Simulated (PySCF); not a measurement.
Simulation results for CH₇BOSi, CH₉BSi₂, CH₅BClSi

All values are calculated (PySCF 2.14.0). Calculation on a computer-drawn molecule: the log of a Hartree-Fock and frozen-core CCSD(T) single point meant for a local Hartree-Fock minimum, with one planted fault or none, to be diagnosed. Offsets are logged minus clean, where the clean run is the same molecule without the fault. The reference is restricted for singlets and unrestricted otherwise, and also for a bond in bohr or an excited solution. Adding or removing an electron swaps singlet and doublet. The excited solution moves the top pair (singlet) or top alpha electron (doublet) to the lowest empty orbital. Highest occupied and lowest empty are orbital energies over both spins, largest force is the largest gradient component, triples share is (T) over the correlation energy, the T1 limit is 0.02 restricted and 0.045 unrestricted, electrons count all cores, a negative frequency is imaginary (commonest isotopes), and the dipole is about the centre of nuclear charge.

Common to all runs: meant charge 0; meant basis cc-pV(D+d)Z; logged SCF converged yes; logged CC converged yes; logged SCF stable within its kind yes; possible faults no fault, one electron removed, one electron added, multiplicity raised by two, geometry at a saddle point, SCF held on an excited solution, minimal basis STO-3G, one bond length entered in bohr, all coordinates scaled.

```json
{"entry": 1, "formula": "CH7BOSi", "logged_structure": {"atoms_angstrom": [["B", 0.8022, 1.6182, -1.0798], ["C", 0.6108, 0.1902, -0.4784], ["Si", 1.3417, -0.008, 1.2379], ["O", 1.0399, -1.5683, 1.6904], ["H", -0.0082, 2.4845, -0.8842], ["H", 1.7821, 1.8928, -1.7201], ["H", -0.4464, -0.0713, -0.3589], ["H", 1.1034, -0.5827, -1.0786], ["H", 0.7208, 0.9352, 2.1984], ["H", 2.801, 0.2531, 1.2339], ["H", 1.3357, -1.8617, 2.5389]]}, "given": {"meant_multiplicity": 1, "logged_electrons": 40, "logged_basis_functions": 100, "logged_spin_squared": 0.0, "logged_highest_occupied [eV]": -12.06, "logged_lowest_empty [eV]": 2.3376, "logged_largest_force [hartree/bohr]": 3.3499e-05, "logged_lowest_frequency [cm^-1]": 58.876, "logged_T1_diagnostic": 0.010947, "logged_D1_diagnostic": 0.031001, "logged_triples_share": 0.023674, "logged_dipole_magnitude [debye]": 1.1007, "logged_energy_HF [hartree]": -430.46892, "logged_energy_CCSD(T) [hartree]": -431.05028, "drawn_bonds_atom": [1, 2, 3, 1, 1, 2, 2, 3, 3, 4], "drawn_bonds_other_atom": [2, 3, 4, 5, 6, 7, 8, 9, 10, 11], "drawn_bonds_order": [1, 1, 1, 1, 1, 1, 1, 1, 1, 1]}, "results": {"planted_fault": "no fault", "HF_energy_offset_from_clean_run [kcal/mol]": 0.0, "CCSD(T)_energy_offset_from_clean_run [kcal/mol]": 0.0}}
{"entry": 2, "formula": "CH9BSi2", "logged_structure": {"atoms_angstrom": [["B", -2.01, 0.0674, 1.6791], ["C", -0.5599, -0.201, 1.1693], ["Si", 0.3033, 1.4477, 0.7513], ["Si", 2.5044, 1.0631, -0.0266], ["H", -2.2255, 0.2588, 2.8461], ["H", -2.929, 0.1393, 0.9075], ["H", -0.5374, -0.7901, 0.2468], ["H", 0.0714, -0.6845, 1.9219], ["H", 0.3561, 2.3158, 1.9552], ["H", -0.4631, 2.1748, -0.2925], ["H", 3.2983, 0.3593, 1.0111], ["H", 3.1756, 2.3455, -0.3504], ["H", 2.4758, 0.2196, -1.2474]]}, "given": {"meant_multiplicity": 1, "logged_electrons": 48, "logged_basis_functions": 37, "logged_spin_squared": 0.0, "logged_highest_occupied [eV]": -8.4695, "logged_lowest_empty [eV]": 6.9249, "logged_largest_force [hartree/bohr]": 0.027356, "logged_T1_diagnostic": 0.0056697, "logged_D1_diagnostic": 0.022923, "logged_triples_share": 0.0090615, "logged_dipole_magnitude [debye]": 0.69813, "logged_energy_HF [hartree]": -638.23133, "logged_energy_CCSD(T) [hartree]": -638.46511, "drawn_bonds_atom": [1, 2, 3, 1, 1, 2, 2, 3, 3, 4, 4, 4], "drawn_bonds_other_atom": [2, 3, 4, 5, 6, 7, 8, 9, 10, 11, 12, 13], "drawn_bonds_order": [1, 1, 1, 1, 1, 1, 1, 1, 1, 1, 1, 1]}, "results": {"planted_fault": "minimal basis STO-3G", "HF_energy_offset_from_clean_run [kcal/mol]": 4657, "CCSD(T)_energy_offset_from_clean_run [kcal/mol]": 4839}}
{"entry": 3, "formula": "CH9BSi2", "logged_structure": {"atoms_angstrom": [["B", -2.01, 0.0674, 1.6791], ["C", -0.5599, -0.201, 1.1693], ["Si", 0.3033, 1.4477, 0.7513], ["Si", 2.5044, 1.0631, -0.0266], ["H", -2.2255, 0.2588, 2.8461], ["H", -2.929, 0.1393, 0.9075], ["H", -0.5374, -0.7901, 0.2468], ["H", 0.0714, -0.6845, 1.9219], ["H", 0.3561, 2.3158, 1.9552], ["H", -0.4631, 2.1748, -0.2925], ["H", 3.2983, 0.3593, 1.0111], ["H", 3.1756, 2.3455, -0.3504], ["H", 2.4758, 0.2196, -1.2474]]}, "given": {"meant_multiplicity": 1, "logged_electrons": 48, "logged_basis_functions": 119, "logged_spin_squared": 2.028, "logged_highest_occupied [eV]": -5.8763, "logged_lowest_empty [eV]": -2.3462, "logged_largest_force [hartree/bohr]": 0.10644, "logged_T1_diagnostic": 0.033438, "logged_D1_diagnostic": 0.20309, "logged_triples_share": 0.030968, "logged_dipole_magnitude [debye]": 4.848, "logged_energy_HF [hartree]": -645.45065, "logged_energy_CCSD(T) [hartree]": -645.97523, "drawn_bonds_atom": [1, 2, 3, 1, 1, 2, 2, 3, 3, 4, 4, 4], "drawn_bonds_other_atom": [2, 3, 4, 5, 6, 7, 8, 9, 10, 11, 12, 13], "drawn_bonds_order": [1, 1, 1, 1, 1, 1, 1, 1, 1, 1, 1, 1]}, "results": {"planted_fault": "multiplicity raised by two", "HF_energy_offset_from_clean_run [kcal/mol]": 126.6, "CCSD(T)_energy_offset_from_clean_run [kcal/mol]": 126.4}}
{"entry": 4, "formula": "CH5BClSi", "logged_structure": {"atoms_angstrom": [["B", -1.4703, 1.4989, 0.2765], ["C", -0.3445, 0.4369, 0.5257], ["Si", -1.0672, -1.3045, 0.6088], ["Cl", -1.9891, -1.8135, -1.189], ["H", -2.1191, 1.9151, 1.1978], ["H", -1.7228, 1.8811, -0.8315], ["H", 0.134, 0.5662, 1.5038], ["H", 0.4221, 0.425, -0.2535], ["H", -2.0899, -1.4296, 1.6711]]}, "given": {"meant_multiplicity": 2, "logged_electrons": 47, "logged_basis_functions": 99, "logged_spin_squared": 0.7547, "logged_highest_occupied [eV]": -9.1406, "logged_lowest_empty [eV]": 0.95093, "logged_largest_force [hartree/bohr]": 8.7289e-06, "logged_lowest_frequency [cm^-1]": 61.166, "logged_T1_diagnostic": 0.013811, "logged_D1_diagnostic": 0.0517, "logged_triples_share": 0.027141, "logged_dipole_magnitude [debye]": 2.266, "logged_energy_HF [hartree]": -813.91494, "logged_energy_CCSD(T) [hartree]": -814.42693, "drawn_bonds_atom": [1, 2, 3, 1, 1, 2, 2, 3], "drawn_bonds_other_atom": [2, 3, 4, 5, 6, 7, 8, 9], "drawn_bonds_order": [1, 1, 1, 1, 1, 1, 1, 1]}, "results": {"planted_fault": "no fault", "HF_energy_offset_from_clean_run [kcal/mol]": 0.0, "CCSD(T)_energy_offset_from_clean_run [kcal/mol]": 0.0}}
```
